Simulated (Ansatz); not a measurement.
Basis-set extrapolation for Cl2F2H2Si2, SMILES `F[Si@@H](Cl)[Si@@H](F)Cl` (PBE0-D4/def2-TZVP geometry, frozen core, the Gaussian-basis code of Ansatz). Multiplicity 1, RHF reference.

|  | def2-TZVPP | def2-QZVPP |
| --- | --- | --- |
| HF | -1697.291017 | -1697.344631 |
| MP2 correlation | -1.101392 | -1.209767 |
| CCSD(T) correlation | -1.193216 | not run |

Energies in hartree. Use E(X) = E(∞) + A·exp(−7.88·√X) for Hartree–Fock and E(X) = E(∞) + B·X^(−2.97) for correlation, with X = 3 and 4, and add CCSD(T) minus MP2 of the smaller set to the MP2 limit.

**Question.** What is the CCSD(T) energy at the basis-set limit?

**Answer.** HF limit: -1697.344631 + (-0.053614) × 0.13774 = -1697.35202. MP2 limit: -1.209767 + (-0.108375) × 0.74074 = -1.29004. Higher-order term: -1.193216 − (-1.101392) = -0.09182. Total: -1698.73388 hartree, 655.4 kJ/mol below CCSD(T)/def2-TZVPP.
